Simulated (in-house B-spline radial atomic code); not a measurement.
**Ionising the bismuth ion Bi⁵⁺ with different functionals**

Computed with a radial B-spline atomic code at the basis-set limit: four-component Dirac-Coulomb Hamiltonian, Fermi nucleus of rms radius 5.5211 fm, spin-restricted, spherical fractional occupations for the functionals, and exact exchange of hybrids averaged over the configuration. The ionisation energy is the difference of two self-consistent energies, [Xe] 4f14 5d10 → [Xe] 4f14 5d9, without Breit or QED terms; ε is the level of the shell that loses the electron (mean over j). The electron is taken from both j subshells in proportion to 2j + 1, so the result is a j average, not the step between ground levels.

```json
{"method": "B97-1", "rung": "global hybrid", "ΔSCF (eV)": "89.31", "-ε(5d) (eV)": "82.68"}
{"method": "B3LYP", "rung": "global hybrid", "ΔSCF (eV)": "89.34", "-ε(5d) (eV)": "82.61"}
{"method": "wB97X", "rung": "range-separated hybrid", "ΔSCF (eV)": "89.10", "-ε(5d) (eV)": "85.50"}
{"method": "HSE06", "rung": "range-separated hybrid", "ΔSCF (eV)": "89.32", "-ε(5d) (eV)": "82.68"}
```

(1) Among the functionals, which spreads more, the ΔSCF values or the orbital energies?

(2) How do they compare with the NIST value?

Results:

(1) The orbital energies: ΔSCF values span about 0.24 eV and the orbital energies 2.89 eV; here energy differences depend much less on the functional than eigenvalues do.

(2) NIST lists 88.4 eV ± 0.7 (semi-empirical, ground level to ground level). Errors run from +0.70 to +0.94 eV; all lie within about twice that uncertainty, so the table can't rank the methods.
